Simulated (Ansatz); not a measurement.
Ansatz (a first-principles code) input (CCSD(T)/def2-SVP):

Ansatz 0.2 input:
```yaml
crystal:
  periodic: [false, false, false]
  atoms:
    - {symbol: Zr, position_ang: [-0.00000000, -0.00000000, -0.04556062]}
    - {symbol: H, position_ang: [0.00000000, 0.00000000, 1.82242497]}
basis:
  gaussian:
    orbitals: def2-SVP
magnetization: {spin_polarized: true, initial_magnetization: 3}
correlation: {method: ccsd_t, electrons: outside_noble_gas}
```

End of the output:

```
mean field evaluation 672: about -1276.6210 eV, gradient 1.8e0 eV
mean field evaluation 704: about -1275.8239 eV, gradient 3.2e0 eV
mean field evaluation 736: about -1279.0677 eV, gradient 4.2e-2 eV
mean field evaluation 768: about -1279.0650 eV, gradient 1.5e-1 eV
mean field evaluation 800: about -1278.5816 eV, gradient 3.2e-1 eV
mean field evaluation 832: about -1277.8326 eV, gradient 1.6e-3 eV
mean field evaluation 864: about -1277.6062 eV, gradient 3.6e-2 eV
mean field evaluation 896: about -1277.6065 eV, gradient 1.4e-3 eV
mean field evaluation 928: about -1277.4882 eV, gradient 1.0e0 eV
mean field evaluation 960: about -1277.3430 eV, gradient 3.5e-1 eV
mean field evaluation 992: about -1277.5723 eV, gradient 1.4e0 eV
mean field evaluation 1024: about -1277.2706 eV, gradient 1.2e0 eV
mean field evaluation 1056: about -1277.5361 eV, gradient 1.5e0 eV
mean field evaluation 1088: about -1277.6057 eV, gradient 3.0e-1 eV
mean field evaluation 1120: about -1277.4907 eV, gradient 8.1e-2 eV
mean field -1279.16546206 eV, -47.0084636811 hartree, gradient 1.5e-6 eV, S^2 3.759076; 36 other end points of the search recorded, 0 dependent functions left out
determinant -1279.16546206 eV, -47.0084636811 hartree, with singles and doubles -1280.63228289 eV, -47.0623683524 hartree
determinant -1279.06783112 eV, -47.0048758104 hartree, with singles and doubles -1280.54627552 eV, -47.0592076398 hartree
determinant -1279.00839213 eV, -47.0026914678 hartree, with singles and doubles -1280.53608417 eV, -47.0588331146 hartree
determinant -1278.77032223 eV, -46.9939425601 hartree, with singles and doubles -1280.40140419 eV, -47.0538837167 hartree
determinant -1278.59582021 eV, -46.9875297293 hartree, with singles and doubles -1280.21073851 eV, -47.0468768824 hartree
determinant -1278.59052937 eV, -46.9873352946 hartree, with singles and doubles -1280.18652457 eV, -47.0459870363 hartree
determinant -1278.58490913 eV, -46.9871287545 hartree, with singles and doubles -1279.91020479 eV, -47.0358324717 hartree
determinant -1277.83258848 eV, -46.9594814808 hartree, with singles and doubles -1279.40631620 eV, -47.0173149076 hartree
determinant -1277.60651875 eV, -46.9511735714 hartree, with singles and doubles -1279.10064981 eV, -47.0060818749 hartree
determinant -1277.57891040 eV, -46.9501589831 hartree, with singles and doubles -1279.17138053 eV, -47.0086811811 hartree
determinant -1277.49706121 eV, -46.9471510808 hartree, with singles and doubles -1278.95496274 eV, -47.0007279740 hartree
determinant -1277.27595046 eV, -46.9390254108 hartree, with singles and doubles -1278.72559073 eV, -46.9922987081 hartree
determinant -1276.77708606 eV, -46.9206924822 hartree, with singles and doubles -1278.25243508 eV, -46.9749105586 hartree
determinant -1276.65564393 eV, -46.9162295661 hartree, with singles and doubles -1278.30115626 eV, -46.9767010289 hartree
determinant -1276.64813533 eV, -46.9159536301 hartree, with singles and doubles -1278.05587463 eV, -46.9676870954 hartree
determinant -1275.96073013 eV, -46.8906919548 hartree, with singles and doubles -1277.50581460 eV, -46.9474727620 hartree
determinant -1279.16546206 eV, -47.0084636811 hartree, with singles and doubles -1280.63343177 eV, -47.0624105730 hartree
determinant -1279.06783112 eV, -47.0048758104 hartree, with singles and doubles -1280.55667483 eV, -47.0595898075 hartree
determinant -1279.00839213 eV, -47.0026914678 hartree, with singles and doubles -1280.54922438 eV, -47.0593160084 hartree
determinant -1278.77032223 eV, -46.9939425601 hartree, with singles and doubles -1280.43480773 eV, -47.0551112740 hartree
determinant -1278.59582021 eV, -46.9875297293 hartree, with singles and doubles -1280.29022385 eV, -47.0497979148 hartree
determinant -1278.59052937 eV, -46.9873352946 hartree, with singles and doubles -1280.21596159 eV, -47.0470688269 hartree
4 core orbitals not correlated
reference -1279.16546206 eV, -47.0084636811 hartree; 4, 1 occupied and 28, 31 virtual orbitals, 383 factors
second order -1.11030253 eV of doubles, -0.00000000 eV of singles
coupled cluster: 0.07 GiB planned
cycle   1  -1.46796815 eV  change    1.6e-6 eV  update   3.7e-6
perturbative correction -0.02968222 eV, -0.0010908016 hartree
Total energy: -1280.66311243 eV, -47.0635013173 hartree
```

The spin state was set by rule; other spins were not relaxed.
